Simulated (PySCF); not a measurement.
Stepwise substitution at one centre (Ga H-F). All species are isolated molecules in the gas phase. Strings in code marks are SMILES.

All values below come from ωB97X-D3(BJ)/def2-TZVP // PBE0-D3(BJ)/def2-TZVP run with PySCF 2.14.0. All candidates: neutral, multiplicity 1. Excitations are Tamm–Dancoff values on a coarser integration grid. The basis has no diffuse functions, so Rydberg states are missing or too high.

```yaml
T1 excitation (TDA): 7.24 eV
S1 excitation (TDA): 7.79 eV
HOMO: -12.92 eV
```

Say which member has these values.
A) `[F][Ga]([F])[F]`
B) `[F][GaH2]`
C) `[F][GaH][F]`

C, `[F][GaH][F]`. The others give `[F][Ga]([F])[F]`: 7.63 eV, 8.02 eV, -14.41 eV; `[F][GaH2]`: 5.59 eV, 5.98 eV, -11.48 eV
